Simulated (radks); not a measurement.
Br III, 33 electrons, occupied as [Ar] 3d10 4s2 4p3. Calculated with a radial shooting solver on a logarithmic mesh with Libxc functionals: Dirac Kohn-Sham, LDA (Slater exchange, Perdew-Wang correlation), spin-unpolarised, spherical densities, finite nucleus; open shells fill j = l - 1/2 first; Fermi nuclear charge, rms radius 4.1629 fm. Some entries of the table are withheld. Estimate them.

orbital  occ.  eigenvalue (eV)  <r^2> (bohr^2)
1s1/2       2        -13315.44        0.002467
2s1/2       2        -1753.835         0.04243
2p1/2       2              (1)             (2)
2p3/2       4              (3)             (4)
3s1/2       2        -261.0580          0.3511
3p1/2       2              (5)             (6)
3p3/2       4              (7)             (8)
3d3/2       4         -91.5283          0.4271
3d5/2       6         -90.4380          0.4329
4s1/2       2         -41.9608           2.865
4p1/2       2         -28.7919           3.840
4p3/2       1         -28.1285           3.970

Answer. 
(1) 2p1/2 eigenvalue (eV): -1583.300
(2) 2p1/2 <r^2> (bohr^2): 0.03257
(3) 2p3/2 eigenvalue (eV): -1535.885
(4) 2p3/2 <r^2> (bohr^2): 0.03401
(5) 3p1/2 eigenvalue (eV): -201.7312
(6) 3p1/2 <r^2> (bohr^2): 0.3644
(7) 3p3/2 eigenvalue (eV): -194.8808
(8) 3p3/2 <r^2> (bohr^2): 0.3782
